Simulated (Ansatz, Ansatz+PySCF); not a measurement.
```yaml
atoms:
  - { symbol: C, position_ang: [0.0000, 0.0000, -0.1534] }
  - { symbol: H, position_ang: [0.0000, 0.0000, 0.9204] }
```

Basis set: 6-31G (spherical functions). Correlated methods keep 1 orbital frozen. Correlation on ROHF uses semicanonical orbitals with singles. Charge 0, multiplicity 2.

Computed with Ansatz (development build ahead of 0.2.0); each method stands on the lowest determinant of its kind that the runs found.

The atomization energy at this shape (free ground-state atoms in the same class of orbitals less the molecule, no zero-point energy) of doublet CH:

```csv
method,atomization energy
PBE0 (unrestricted),313.9 kJ/mol
ROHF-CCSD(T),263.3 kJ/mol
ROHF-MP2,248.3 kJ/mol
UHF-MP2,244.6 kJ/mol
```

(1) What does UHF give?

Answers

(1) 203.5 kJ/mol. Caution for PBE0 (unrestricted), UHF-MP2, UHF: the unrestricted determinant is spin contaminated.

This basis has no polarisation functions and is too small for such energies, which can lie far from measured ones in either direction.
